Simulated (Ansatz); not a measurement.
ClH$_{5}$OSSi$_{2}$, SMILES `O[Si]([SiH3])(S)Cl` from Hartree–Fock to CCSD(T)

```xyz
10

O    -0.607   -1.345    1.374
Si   -0.606   -0.226    0.184
Si    1.533    0.694    0.064
S    -1.237   -1.196   -1.613
Cl   -1.948    1.295    0.582
H    -1.415   -1.844    1.523
H     1.880    1.373    1.340
H     1.540    1.685   -1.044
H     2.518   -0.379   -0.224
H    -1.659   -0.057   -2.186
```

The species carries charge 0 and has multiplicity 1. The structure was optimised at the PBE0-D4/def2-TZVP level. It is one conformer, not always the lowest. Frozen core, restricted reference, Ansatz 0.2.0. CBS rows extrapolate triple and quadruple zeta; past MP2 they add the triple-zeta difference.

```
     basis      HF (Eh)  MP2 corr.  CCSD corr.       (T)  CCSD(T) total
  def2-SVP            ?   -0.64266    -0.70391  -0.01756              ?
def2-TZVPP  -1512.89298   -0.84981           ?  -0.03755              ?
def2-QZVPP            ?   -0.92508           –         –              –
 CBS(def2)  -1512.94490          ?    -1.04347     as TZ              ?
```

Task: Fill in the withheld values. (Best estimate.)

Result: Computed: def2-SVP HF (Eh): -1512.28318; def2-SVP CCSD(T) total: -1513.00465; def2-TZVPP CCSD corr.: -0.91243; def2-TZVPP CCSD(T) total: -1513.84296; def2-QZVPP HF (Eh): -1512.93862; CBS(def2) MP2 corr.: -0.98084; CBS(def2) CCSD(T) total: -1514.02592.
